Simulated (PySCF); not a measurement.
CF3SO3CH3, C₂H₃F₃O₃S.
Atom-mapped SMILES: `[CH3:1][O:2][S:3](=[O:4])(=[O:5])[C:6]([F:7])([F:8])[F:9]` (hydrogens: H10, H11, H12 on C1)

The same species was optimised twice, with GFN2-xTB and with PBE0-D3(BJ)/def2-SVP (PySCF), and the same property calculations (PySCF, gas phase) were run on both structures.

```
     coordinate  GFN2-xTB  PBE0-D3(BJ)/def2-SVP  change
      S3=O5 (Å)     1.419                 1.445  +0.026
      S3=O4 (Å)     1.418                 1.444  +0.026
      O2–S3 (Å)     1.590                 1.609  +0.019
      S3–C6 (Å)     1.870                 1.855  -0.015
      C6–F7 (Å)     1.324                 1.316  -0.008
      C6–F8 (Å)     1.324                 1.316  -0.008
      C6–F9 (Å)     1.326                 1.319  -0.007
      C1–O2 (Å)     1.425                 1.430  +0.005
   S3–C6–F9 (°)     110.5                 107.3    -3.2
   O4–S3–O5 (°)     119.3                 121.7    +2.4
   O2–S3–O4 (°)     111.5                 110.3    -1.2
   F7–C6–F8 (°)     109.0                 110.1    +1.1
   O5–S3–C6 (°)     109.5                 108.5    -1.0
   F8–C6–F9 (°)     108.8                 109.7    +0.9
   F7–C6–F9 (°)     108.9                 109.7    +0.8
   C1–O2–S3 (°)     115.3                 116.0    +0.7
C1–O2–S3–O4 (°)        75                    74      -1
O2–S3–C6–F7 (°)        63                    63       0
```

Rotational constants: A = 2294, B = 1174, C = 1091 MHz (GFN2-xTB) against A = 2265, B = 1176, C = 1100 MHz (PBE0-D3(BJ)/def2-SVP).

On the GFN2-xTB structure: HOMO (eV) -9.26 [PBE0/pcSseg-1]; LUMO (eV) 0.71 [PBE0/pcSseg-1]; dipole (D) 3.04 [PBE0/pcSseg-1]; GIAO shielding of C1 (ppm) 136.5 [PBE0/pcSseg-1]; GIAO shielding of O2 (ppm) 175.2 [PBE0/pcSseg-1]; GIAO shielding of S3 (ppm) 197.3 [PBE0/pcSseg-1]; GIAO shielding of O4/O5 (mean) (ppm) 127.1 [PBE0/pcSseg-1]; GIAO shielding of C6 (ppm) 57.7 [PBE0/pcSseg-1]; GIAO shielding of F7/F8/F9 (mean) (ppm) 257.4 [PBE0/pcSseg-1].

What do these properties become on the PBE0-D3(BJ)/def2-SVP structure?

| property | level | on GFN2-xTB | on PBE0-D3(BJ)/def2-SVP | change |
| --- | --- | --- | --- | --- |
| HOMO (eV) | PBE0/pcSseg-1 | -9.26 | -9.21 | +0.05 |
| LUMO (eV) | PBE0/pcSseg-1 | 0.71 | 0.58 | -0.13 |
| dipole (D) | PBE0/pcSseg-1 | 3.04 | 2.95 | -0.09 |
| energy, GFN2-xTB geometry as zero (kcal/mol) | PBE0/pcSseg-1 | 0.0 | -2.4 | -2.4 |
| GIAO shielding of C1 (ppm) | PBE0/pcSseg-1 | 136.5 | 134.4 | -2.1 |
| GIAO shielding of O2 (ppm) | PBE0/pcSseg-1 | 175.2 | 162.6 | -12.6 |
| GIAO shielding of S3 (ppm) | PBE0/pcSseg-1 | 197.3 | 174.7 | -22.6 |
| GIAO shielding of O4/O5 (mean) (ppm) | PBE0/pcSseg-1 | 127.1 | 110.4 | -16.7 |
| GIAO shielding of C6 (ppm) | PBE0/pcSseg-1 | 57.7 | 59.8 | +2.1 |
| GIAO shielding of F7/F8/F9 (mean) (ppm) | PBE0/pcSseg-1 | 257.4 | 262.7 | +5.3 |

The heavy atoms differ by 0.033 Å rms after alignment. Among bonds between heavy atoms S3=O4 and S3=O5 change most and about equally (+0.026 Å). Changes are differences of the printed values. Neither structure is proved a minimum here.

The values belong to the conformer `[CH3:1][O:2][S:3](=[O:4])(=[O:5])[C:6]([F:7])([F:8])[F:9]`: C1–O2–S3–O4 74°, O2–S3–C6–F7 63°.
